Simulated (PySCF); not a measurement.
# Simulated absorption spectrum

Compound: C₂H₉P₃Se.
SMILES: `[P@@H](P)(=[Se])P(C)C`

Method used: PySCF, TDDFT CAM-B3LYP/def2-SVPD, vertical, gas phase, core orbitals frozen in the response. The structure is a single PBE0-D3(BJ)/def2-SVP conformer in the gas phase; no vibrational or solvent corrections. Relativistic effects, spin–orbit coupling among them, are left out although an element past zinc is present. Torsions of this conformer, `[CH3:1][P:2]([CH3:3])[P@H:4]([PH2:5])=[Se:6]`: C1–P2–P4–P5 -33°, H–P5–P4–P2 -82°, H–P5–P4–P2 -175°.

Broadening: Gaussians 0.25 eV wide at half height, area fixed by f = 4.319×10⁻⁹ ∫ε dν̃. The width is an assumption, not a result. The curve ends short of the highest state used, and states not computed would add to its high-energy end.

λ (nm), ε (L mol⁻¹ cm⁻¹) and a bar:
```
    238.8       3464 ################
    242.9       1646 ########
    246.9        911 ####
    251.0        615 ###
    255.0        641 ###
    259.1        776 ####
    263.2        676 ###
    267.2        389 ##
    271.3        149 #
    275.4         71 
    279.4        194 #
    283.5        731 ###
    287.6       1987 #########
    291.6       3855 ##################
    295.7       5673 ###########################
    299.8       6364 ##############################
    303.8       5592 ##########################
    307.9       3890 ##################
    312.0       2176 ##########
    316.0       1014 #####
    320.1        383 ##
    324.2        121 #
    328.2         33 
    332.3          8
```

Q: Locate the maxima and give the states behind the curve.

A: 300 nm (4.14 eV), ε about 6400, made up of S1 (56%) and S2 (44%); 260 nm (4.77 eV), ε about 780, made up of S3 (97%) (ε in L mol⁻¹ cm⁻¹; maxima over ε = 5, shares over 10%). At its high-energy end, 5.19 eV, the curve is still rising (ε about 3400, from S5, S6 and S7). The states used: S1 4.11 eV (f 0.034); S2 4.18 eV (f 0.028); S3 4.76 eV (f 0.0070); S4 5.04 eV (f 0.0055); S5 5.22 eV (f 0.014); S6 5.33 eV (f 0.024); S7 5.43 eV (f 0.072); S8 5.54 eV (f 0.068); S9 5.66 eV (f 0.111); S10 5.79 eV (f 0.065).

Q: Coming from long wavelengths, where does ε first pass 100 L mol⁻¹ cm⁻¹?

A: At about 325 nm (3.82 eV), 0.29 eV below S1.

Q: On this curve, what absorbance would a 10⁻³ mol/L sample give at 280 nm over a 1 cm path?

A: 280 nm is 4.428 eV, where ε is about 240 L mol⁻¹ cm⁻¹, so A = ε c l ≈ 0.24 (Beer–Lambert, with the gas-phase spectrum and the assumed width).

Q: What would ε be at 4.14 eV, the highest of these maxima, with half the width (0.125 eV)?

A: About 10700 L mol⁻¹ cm⁻¹ against 6370, a factor of about 1.7; a lone state at its own centre would give exactly 2.

All these states lie below the vertical ionisation energy of 7.87 eV (ΔSCF).

Hardware: one thread of an Arm Neoverse V2, shared host with 192 logical CPUs at a one-minute load of 173. Cost: 4.0 min wall, 1.1 GiB resident at most.
